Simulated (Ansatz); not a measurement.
AlH8NSSi2, SMILES `[SiH3][N]([SiH3])[AlH][SH]`. The species carries charge 0 and has multiplicity 1.

```json
{"atom": "Si1", "x (Å)": "-1.430", "y (Å)": "-0.347", "z (Å)": "0.501"}
{"atom": "N2", "x (Å)": "0.220", "y (Å)": "-0.023", "z (Å)": "0.069"}
{"atom": "Si3", "x (Å)": "1.444", "y (Å)": "-0.573", "z (Å)": "1.173"}
{"atom": "Al4", "x (Å)": "0.672", "y (Å)": "0.877", "z (Å)": "-1.414"}
{"atom": "S5", "x (Å)": "-0.873", "y (Å)": "1.501", "z (Å)": "-2.821"}
{"atom": "H6", "x (Å)": "-2.140", "y (Å)": "0.886", "z (Å)": "0.936"}
{"atom": "H7", "x (Å)": "-2.180", "y (Å)": "-0.917", "z (Å)": "-0.652"}
{"atom": "H8", "x (Å)": "-1.449", "y (Å)": "-1.329", "z (Å)": "1.619"}
{"atom": "H9", "x (Å)": "1.224", "y (Å)": "-0.019", "z (Å)": "2.537"}
{"atom": "H10", "x (Å)": "2.768", "y (Å)": "-0.120", "z (Å)": "0.671"}
{"atom": "H11", "x (Å)": "1.447", "y (Å)": "-2.057", "z (Å)": "1.279"}
{"atom": "H12", "x (Å)": "2.170", "y (Å)": "1.245", "z (Å)": "-1.721"}
{"atom": "H13", "x (Å)": "-1.874", "y (Å)": "0.875", "z (Å)": "-2.178"}
```

Problem. List the harmonic frequencies (cm⁻¹, unscaled) at PBE0-D4/def2-TZVP in Ansatz. (Best estimate.)

Solution. Ansatz gave: 35, 51, 111, 123, 168, 171, 209, 246, 443, 476, 533, 570, 670, 680, 691, 725, 729, 937, 941, 943, 956, 960, 973, 991, 1001, 1980, 2205, 2210, 2213, 2216, 2222, 2228, 2702.

Problem. Is this a minimum?

Solution. Yes, all 33 modes are real.

Problem. Give the ideal-gas thermochemistry at 298.15 K and 1 bar (rigid rotor, harmonic oscillator; point group C1, symmetry number 1).

Solution. Zero-point energy 193.3 kJ/mol; H(298) − E = 222.0 kJ/mol; entropy 419.0 J/(mol·K), of which translation 170.2, rotation 121.8, vibration 126.9; G(298) − E = 97.1 kJ/mol. Modes under 100 cm⁻¹ are hindered rotations or soft bends, so the harmonic entropy is rough.
